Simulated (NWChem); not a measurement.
System: alpha-methylstyrene (C$_{9}$H$_{10}$); SMILES C(c1ccccc1)(=C)C

The following NWChem deck was run.

```
start job
memory heap 200 mb stack 900 mb global 1100 mb
geometry units angstroms
  C     -2.079788    -0.771956     1.506095
  C     -1.660759    -0.285124     0.342998
  C     -2.623366     0.060402    -0.756316
  C     -0.231579    -0.047412     0.076561
  C      0.190437     1.053887    -0.665677
  C      1.534330     1.271519    -0.906935
  C      2.483233     0.387435    -0.422870
  C      2.077068    -0.716786     0.307447
  C      0.734495    -0.931164     0.555242
  H     -3.124118    -0.950849     1.699810
  H     -1.402704    -0.987486     2.314560
  H     -2.765362     1.139454    -0.813124
  H     -2.244150    -0.280682    -1.718042
  H     -3.591968    -0.397577    -0.572675
  H     -0.535028     1.758598    -1.043532
  H      1.842815     2.135752    -1.477660
  H      3.532409     0.555796    -0.616537
  H      2.810511    -1.416341     0.682025
  H      0.424328    -1.804542     1.109699
end
basis spherical
  * library def2-svp
end
dft
  xc pbe0
  iterations 150
  semidirect filesize 400000000
end
driver
  maxiter 120
end
task dft optimize
```

Parts of the log:

```
             Northwest Computational Chemistry Package (NWChem) 7.3.0
             --------------------------------------------------------

 C1  symmetry detected

                             Geometry "geometry" -> ""
                             -------------------------

 Output coordinates in angstroms (scale by  1.889725989 to convert to a.u.)

  No.       Tag          Charge          X              Y              Z
 ---- ---------------- ---------- -------------- -------------- --------------
    1 C                    6.0000    -1.15169425     2.33265590     0.51746868
    2 C                    6.0000    -0.10033915     1.67878439     0.03529669
    3 C                    6.0000     1.09405760     2.40634946    -0.51110719
    4 C                    6.0000    -0.04686237     0.20669356     0.02346604
    5 C                    6.0000     1.14332569    -0.47396259     0.27253198
    6 C                    6.0000     1.18313143    -1.85597486     0.26386619
    7 C                    6.0000     0.03848943    -2.58625736    -0.00599026
    8 C                    6.0000    -1.14882528    -1.92248785    -0.26547196
    9 C                    6.0000    -1.19112290    -0.54124576    -0.24985919
   10 H                    1.0000    -1.19372065     3.40893125     0.52177061
   11 H                    1.0000    -1.99682007     1.82229166     0.94619035
   12 H                    1.0000     1.91465320     2.38372902     0.20572919
   13 H                    1.0000     1.43820045     1.93910421    -1.43214331
   14 H                    1.0000     0.84874049     3.44659182    -0.70953593
   15 H                    1.0000     2.04385482     0.07910776     0.49355672
   16 H                    1.0000     2.11374593    -2.36615007     0.46749969
   17 H                    1.0000     0.07213958    -3.66577344    -0.01762331
   18 H                    1.0000    -2.04515778    -2.48458775    -0.48514505
   19 H                    1.0000    -2.11659713    -0.03057374    -0.47150487

 Effective nuclear repulsion energy (a.u.)     402.7082492533

                                Z-matrix (autoz)
                                --------

 Units are Angstrom for bonds and degrees for angles

[...]

      ----------------------
      Optimization converged
      ----------------------

  Step       Energy      Delta E   Gmax     Grms     Xrms     Xmax
  ---- ---------------- -------- -------- -------- -------- --------
@   15    -348.29171189 -3.3D-07  0.00004  0.00001  0.00060  0.00162
                                     ok       ok       ok       ok

                                Z-matrix (autoz)
                                --------

 Units are Angstrom for bonds and degrees for angles

[...]
```

Level: PBE0/def2-SVP. No frequency run checked for a minimum.
